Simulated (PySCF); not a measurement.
Bonds (- single, = double, # triple, : aromatic): N1-Si2 1.705 Å, Si2-N3 1.712 Å, Si2-F4 1.632 Å. N1 carries H5, H6; Si2 carries H7; N3 carries H8, H9.

All values are calculated (PySCF 2.14.0 with density-fitted response routines): GIAO CAM-B3LYP/pcSseg-2 shieldings, PBE0-D3(BJ)/def2-SVP structure. No relativistic terms, one averaged value for each set of equivalent atoms, no solvent, a single conformation.

References, each an isolated molecule treated in the same way: 1H (σref 31.34), 29Si (σref 328.96) vs TMS; 15N (σref 261.83) vs NH3; CFCl3 for 19F (σref 186.01).

```
      atoms  nucleus  count  δ (ppm)
      N1/N3      15N      2     31.7
         F4      19F      1        ?
H5/H6/H8/H9       1H      4     0.98
         H7       1H      1     4.89
        Si2     29Si      1        ?
```

Complete the table.

## Answers


- Si2: -38.6 ppm, silicon bonded to F, 2 N, H
- F4: -130.0 ppm, fluorine bonded to Si

Exchangeable OH/NH protons stand at their gas-phase positions; hydrogen bonding in a real sample shifts them, mostly to higher δ. Unscaled 19F shifts against computed CFCl3 carry errors that often reach 10 to 50 ppm. Experimental scales use liquid or dissolved standards, which lie at an offset from isolated NH3 (liquid NH3: subtract about 20 ppm).
